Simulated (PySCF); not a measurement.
Input file for PySCF: R-HF/STO-3G on H2SSn (SMILES [SH][SnH]), a point of a torsion scan.

```python
from pyscf import gto, scf, dft, mp
from pyscf.data.elements import chemcore

mol = gto.M(
    atom='''
    S    -1.22183020    0.47283242    0.52718319
    Sn    0.98917832    0.75506208   -0.48393954
    H    -1.59741697   -0.51721679   -0.27624525
    H     1.97566866    0.40699296    1.05271749
    ''',
    basis='sto-3g',
    charge=0, spin=0, verbose=3, max_memory=1800)
mf = scf.RHF(mol)
mf.conv_tol = 1e-8
mf.max_cycle = 100
mf.kernel()
if not mf.converged:
    mf = mf.newton().run(mf.mo_coeff, mf.mo_occ)
```

Program output:

```
converged SCF energy = -6357.59140517682
```

Self-consistency was reached.

Cost: roughly 0.4 core-seconds.
